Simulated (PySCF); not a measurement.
## Argon: highly charged ions in a basis for the neutral atom

Ar¹¹⁺ [He] 2s2 2p3, Ar¹²⁺ [He] 2s2 2p2. Calculation: PySCF 2.14, in cc-pVTZ-DK; scalar relativity by spin-free X2C-1e. No spin-orbit coupling, so a gap to NIST mixes the basis error with missing relativistic terms.

Changed run: basis of the neutral atom used for a highly charged ion. This setting is unsound on purpose.

```
species  method  sound run (hartree)  changed run (hartree)  converged
  Ar¹¹⁺     UHF              not run             -454.63882        yes
  Ar¹¹⁺     LDA              not run             -453.23253        yes
  Ar¹¹⁺     PBE              not run             -454.65002        yes
  Ar¹²⁺     UHF              not run             -431.74058        yes
  Ar¹²⁺     LDA              not run             -430.34338        yes
  Ar¹²⁺     PBE              not run             -431.76529        yes
```

Ionisation energy of Ar¹¹⁺:

| method | changed run (eV) | NIST (eV) |
| --- | --- | --- |
| UHF | 623.09 | 619 ± 0.4 |
| LDA | 622.85 | 619 ± 0.4 |
| PBE | 622.73 | 619 ± 0.4 |

The contracted functions were made for the neutral atom and can be too rigid for a highly charged ion.
